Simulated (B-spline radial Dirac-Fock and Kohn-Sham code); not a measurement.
## K-line shifts caused by a second vacancy in In³⁺

System: the In³⁺ ion in the configuration [Kr] 4d10, inside a Watson sphere of charge -3 and radius 2.2 Å (a model of the Madelung potential; inside it an electron's potential energy is raised by 19.6 eV).

Model: Dirac-Fock energy differences between relaxed states, corrected for Breit and QED terms. Program: a B-spline atomic structure program. Each two-hole energy is an average over J within one jj subconfiguration, not an observable level; in light atoms, where LS coupling holds, the j-resolved values are not observed lines, and for a K spectator the Kα1 hypersatellite is nearly forbidden. Correlation energy is missing from these numbers.

Lines without a spectator: Kα2 (K-L2) 24000.3 eV, Kα1 (K-L3) 24208.3 eV, Kβ3 (K-M2) 27233.9 eV, Kβ1 (K-M3) 27272.4 eV. Shifts in eV with one spectator hole (a dash: not computed, or left out as unreliable):

```tsv
spectator hole	Kα2	Kα1	Kβ3	Kβ1
K (1s)	+562.5	+579.7	+717.1	+720.7
L2 (2p1/2)	+61.8	+77.9	–	+164.9
L3 (2p3/2)	+60.7	+60.8	+146.4	–
M2 (3p1/2)	–	+8.95	+19.93	+24.23
M3 (3p3/2)	+6.66	–	+20.61	+20.04
M4 (3d3/2)	+1.22	-1.36	–	–
M5 (3d5/2)	-1.82	+0.06	–	–
```

With n spectator holes in 2p, averaged over the 2p shell (energies in eV):

| n | KαLⁿ | step | hypersatellite KαʰLⁿ |
| --- | --- | --- | --- |
| 0 | 24138.9 | – | 24712.9 |
| 1 | 24204.4 | +65.4 | 24779.8 |
| 2 | 24271.1 | +66.7 | 24847.9 |
| 3 | 24339.0 | +68.0 | 24917.3 |
| 4 | 24408.3 | +69.2 | 24988.0 |
| 5 | 24478.8 | +70.5 | 25059.9 |
